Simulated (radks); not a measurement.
Values are calculated unless marked as measured or tabulated.
Q: The tellurium ion Te+, [Kr] 4d10 5s2 5p3. Code: a radial shooting solver on a logarithmic mesh with Libxc functionals. Model: non-relativistic Kohn-Sham, PBE, spin-polarised, spherical densities, point nucleus. Every spin shell is full or empty, so the densities are truly spherical. Functionals are evaluated on that one density, not self-consistently. Rank these orbital-free kinetic functionals by their error against the exact value of the orbitals, and give that value: Thomas-Fermi, von Weizsacker, TF + vW, TF + vW/9, LC94, revAPBEK, Perdew 92, LKT.

A: Exact: 6611.02 hartree. From best to worst, with 100 (|E| - |E exact|)/|E exact| (equal figures are ties): LC94 +0.07, revAPBEK +0.29, Perdew 92 -0.67, TF + vW/9 -0.67, Thomas-Fermi -5.23, LKT +18.90, TF + vW +35.80, von Weizsacker -58.97.
